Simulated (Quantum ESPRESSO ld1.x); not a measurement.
Values are calculated unless marked as measured or tabulated.
These are the eigenvalues of the occupied orbitals of an atom or ion with whole-number occupations (hartree). Code: ld1.x of Quantum ESPRESSO 7.5. Model: scalar-relativistic Kohn-Sham, LDA (Slater exchange, VWN5 correlation), spin-polarised, spherical densities, point nucleus.

| orbital | eigenvalue |
|---|---|
| 1s | -894.364 |
| 2s | -137.006 |
| 2p | -123.684 |
| 3s | -30.5980 |
| 3p | -26.2195 |
| 3d | -19.2705 |
| 4s | -9.79019 |
| 4p | -8.41156 |

Which element is it, and in what charge state? The configuration may be excited. Open shells, if any, are filled with parallel spins first.

Answer. Z = 46, palladium, charge +10: Pd10+ in [Kr]. The list shows which subshells hold electrons but not how many an open one holds; the 1s level, -894.36 hartree, gives Z - s = 42.3 by -(Z - s)^2/2, which with screening and relativity narrows Z to a few neighbours, and the depths of the outer levels then fix element, charge and occupations together.
